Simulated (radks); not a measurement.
These are the eigenvalues of the occupied orbitals of an atom or ion with whole-number occupations (hartree). Method: scalar-relativistic Kohn-Sham, r2SCAN, spin-polarised, spherical densities, finite nucleus; meta-GGA in the generalised Kohn-Sham scheme; Fermi nuclear charge, rms radius of each element as measured or else 0.836 A^(1/3) + 0.57 fm; computed with a radial shooting solver on a logarithmic mesh with Libxc functionals.

orbital  eigenvalue
1s        -559.8287
2s        -80.18499
2p        -71.67589
3s        -16.87572
3p        -14.10230
3d         -9.52655

Which element is it, and in what charge state? The configuration may be excited. Open shells, if any, are filled with parallel spins first.

Answer. Z = 37, rubidium, charge +9: Rb9+ in [Ar] 3d10. The list shows which subshells hold electrons but not how many an open one holds; the 1s level, -559.83 hartree, gives Z - s = 33.5 by -(Z - s)^2/2, which with screening and relativity narrows Z to a few neighbours, and the depths of the outer levels then fix element, charge and occupations together.
